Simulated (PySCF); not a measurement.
**Electron correlation in Nd (neodymium, neutral)**

[Xe] 4f4 6s2, one real determinant. All numbers are calculated (PySCF 2.14, scalar relativity by spin-free X2C-1e, in cc-pVDZ-X2C). Frozen: [Kr] 4d10; 14 electrons correlated.

```
  level  correlation energy (mhartree)
   CCSD                        -360.81
    (T)                         -17.64
CCSD(T)                        -378.45
```

Diagnostics: T1 = 0.024, D1 = 0.0808, largest double amplitude 0.119.

Is a single reference adequate?

Mostly. T1 lies below 0.03, but a double amplitude of this size points to a near-degeneracy that CCSD handles and MP2 describes poorly.

The reference is one real determinant that mixes LS terms of this configuration.
